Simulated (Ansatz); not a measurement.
Cartesian coordinates in Å:
```
C -0.027 -0.842 -0.564
Si -0.007 0.637 0.517
F -1.456 0.956 1.066
F 0.913 0.401 1.782
Cl 0.670 2.293 -0.440
H -0.394 -1.708 -0.009
H -0.678 -0.677 -1.424
H 0.979 -1.061 -0.928
```

Charge 0, multiplicity 1.

(1) List the PBE0/def2-TZVPP orbital energies in eV (the Gaussian-basis code of Ansatz). (Best estimate.)

Answers

(1) Computed: Occupied: -2767.73, -1805.15, -674.28, -674.28, -278.52, -259.60, -197.87, -197.75, -197.75, -147.20, -101.91, -101.91, -101.82, -34.00, -33.48, -23.60, -20.49, -16.03, -14.40, -13.75, -13.53, -12.78, -12.45, -12.33, -11.87, -11.86, -10.36, -9.80, -9.64. Lowest empty: 0.90, 1.44, 1.68, 1.90, 2.71, 2.78, 3.37, 4.53.
